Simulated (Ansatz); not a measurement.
C4H3F3 (`FC1=CC(F)(F)C1`). Total charge 0; spin multiplicity 1. The structure was optimised at the PBE0-D4/def2-TZVP level.

```xyz
10

F     2.109   -1.146    0.162
C     1.014   -0.434    0.050
C     0.788    0.842   -0.244
C    -0.685    0.601   -0.108
F    -1.311    1.295    0.872
F    -1.421    0.788   -1.229
C    -0.403   -0.884    0.235
H     1.381    1.711   -0.485
H    -0.689   -1.176    1.246
H    -0.783   -1.597   -0.499
```

Problem. What is the dipole moment at ωB97M-V/def2-TZVPP? (Estimate.)

Solution. The calculation gave: 1.32 D, with components (0.92, -0.94, 0.18) D in this frame, pointing from negative to positive charge.

Problem. And with PBE, r2SCAN, B3LYP? (Best estimate.)

Solution. Computed: PBE 1.28 D, r2SCAN 1.32 D, B3LYP 1.31 D.

Problem. Give the Mulliken charges with ωB97M-V, B3LYP, PBE in def2-TZVPP. (An estimate is asked.)

Solution. Ansatz gave: 
| atom | ωB97M-V | B3LYP | PBE |
| --- | --- | --- | --- |
| F1 | -0.17 | -0.18 | -0.13 |
| C2 | 0.23 | 0.26 | 0.20 |
| C3 | -0.24 | -0.29 | -0.28 |
| C4 | 0.45 | 0.50 | 0.41 |
| F5 | -0.19 | -0.21 | -0.16 |
| F6 | -0.19 | -0.21 | -0.16 |
| C7 | -0.26 | -0.23 | -0.17 |
| H8 | 0.14 | 0.15 | 0.12 |
| H9 | 0.12 | 0.10 | 0.08 |
| H10 | 0.12 | 0.10 | 0.08 |

B3LYP here is the variant with VWN-RPA as its local correlation; programs differ in this.
